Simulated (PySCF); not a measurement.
Species: C₄H₇B.
Cartesian coordinates in Å at the PBE0-D3(BJ)/def2-SVP level; atoms count from 1:
```xyz
12
C4H7B angstrom
C      2.1479   -0.1516   -0.2668
B      0.8585    0.3076   -1.0254
C     -0.5361    0.1862   -0.4513
C     -1.6667    0.0776    0.0032
C     -3.0050   -0.0575    0.5425
H      2.7793   -0.7754   -0.9226
H      2.7572    0.7497   -0.0654
H      1.9731   -0.6739    0.6834
H      0.9736    0.8040   -2.1276
H     -3.2994   -1.1192    0.5653
H     -3.7487    0.4887   -0.0584
H     -3.0520    0.3162    1.5777
```

Computed with PySCF at PBE0/def2-SVPD, non-relativistic, on one gas-phase PBE0-D3(BJ)/def2-SVP geometry that isn't relaxed in the solvent. The solvent is an IEF-PCM continuum (cavity from Bondi-type radii × 1.2), and excitations are vertical TDDFT with non-equilibrium linear response and a frozen core. Specific hydrogen bonds and non-electrostatic terms are outside this model.

Gas-phase singlets (H = HOMO, L = LUMO):

```json
{"state": "S1", "E (eV)": "3.983", "λ (nm)": "311", "f": "0.000", "leading configurations": "H→L 99%"}
{"state": "S2", "E (eV)": "5.436", "λ (nm)": "228", "f": "0.138", "leading configurations": "H-1→L 83%"}
{"state": "S3", "E (eV)": "6.147", "λ (nm)": "202", "f": "0.003", "leading configurations": "H-2→L 96%"}
{"state": "S4", "E (eV)": "6.743", "λ (nm)": "184", "f": "0.006", "leading configurations": "H-3→L 95%"}
{"state": "S5", "E (eV)": "6.765", "λ (nm)": "183", "f": "0.030", "leading configurations": "H→L+1 87%, H→L+2 10%"}
```

Give the list for dichloromethane (ε = 8.93), n² = 2.03.

| state | E (eV) | λ (nm) | f | leading configurations | change by rank (eV) |
| --- | --- | --- | --- | --- | --- |
| S1 | 4.013 | 309 | 0.000 | H→L 99% | +0.030 |
| S2 | 5.402 | 229 | 0.200 | H-1→L 87% | -0.034 |
| S3 | 6.164 | 201 | 0.003 | H-2→L 96% | +0.017 |
| S4 | 6.702 | 185 | 0.008 | H-3→L 95% | -0.041 |
| S5 | 6.865 | 181 | 0.071 | H→L+1 85%, H→L+2 13% | +0.100 |

How do the frontier levels move from gas to dichloromethane?

```
orbital  gas (eV)  solvent (eV)  change (eV)                   Löwdin shares, gas               Löwdin shares, solvent
 LUMO+2      0.87          0.98        +0.11  C5 24 %, H11 14 %, C4 14 %, B2 10 %  C5 24 %, C4 23 %, C3 15 %, H11 13 %
 LUMO+1      0.54          0.55        +0.01    B2 29 %, C5 18 %, C4 15 %, C3 7 %     B2 39 %, C4 14 %, C5 9 %, C3 9 %
   LUMO     -1.57         -1.65        -0.08    B2 37 %, C4 18 %, C3 18 %, C1 9 %    B2 37 %, C4 18 %, C3 18 %, C1 9 %
   HOMO     -7.32         -7.43        -0.11     C4 36 %, C3 32 %, B2 8 %, C5 7 %     C4 35 %, C3 32 %, B2 8 %, C5 7 %
 HOMO-1     -8.01         -8.12        -0.11     C3 41 %, C4 35 %, B2 9 %, C5 7 %     C3 41 %, C4 34 %, B2 9 %, C5 8 %
 HOMO-2     -9.45         -9.55        -0.10   B2 28 %, H9 21 %, C1 20 %, C3 11 %   B2 27 %, C1 21 %, H9 20 %, H8 11 %
 HOMO-3     -9.99        -10.03        -0.04    C1 38 %, B2 26 %, C3 13 %, H6 8 %    C1 38 %, B2 25 %, C3 13 %, H6 8 %
```

The HOMO–LUMO gap goes from 5.75 to 5.78 eV. Rows go by rank; for LUMO+1 and LUMO+2 the atom shares or the degeneracy differ between the runs, so the row needn't follow one orbital.
